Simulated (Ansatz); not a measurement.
Program: Ansatz. Geometries: PBE0-D4/def2-TZVP. ΔE: electronic, gas phase. CCSD(T)/CBS is the MP2 limit (def2-TZVPP, def2-QZVPP) plus CCSD(T) − MP2 in def2-TZVPP, frozen cores. This one scheme is used for every species. DFT in def2-TZVPP. B3LYP here is the variant with VWN-RPA as its local correlation; programs differ in this. One conformer a species, not always the lowest.

`BN=C=O` + `OC[SiH2]Cl` → `BOC[SiH2]Cl` + `N=C=O`  (ligand exchange at a B–N bond)

| level | ΔE (kJ/mol) | difference from CCSD(T)/CBS |
| --- | --- | --- |
| PBE-D4 | -32.0 | 5.9 |
| PBE0-D4 | -31.0 | 6.9 |
| ωB97X-V | -36.3 | 1.6 |
| ωB97M-V | -36.6 | 1.3 |
| B2PLYP | -36.0 | 1.9 |
| PBE | -31.1 | 6.8 |
| r2SCAN | -33.2 | 4.7 |
| PBE0 | -30.0 | 7.9 |
| B3LYP | -32.8 | 5.1 |
| HF/def2-TZVPP | -31.2 | 6.7 |
| SCS-MP2/def2-TZVPP | -38.0 | -0.1 |
| CCSD/def2-TZVPP | -38.4 | -0.5 |
| MP2/def2-QZVPP | -36.4 | 1.5 |
| SCS-MP2/def2-QZVPP | -37.2 | 0.7 |
| HF/CBS(def2) | -31.9 | 6.0 |
| CCSD/CBS(def2) | -36.5 | 1.4 |
| CCSD(T)/CBS | -37.9 | 0 |

Largest T1 diagnostic among the species: 0.018.

In def2-TZVPP, CCSD(T) changes the Hartree–Fock value by −8.6 kJ/mol (the triples alone add −1.3 kJ/mol) and MP2 by −6.1 kJ/mol.
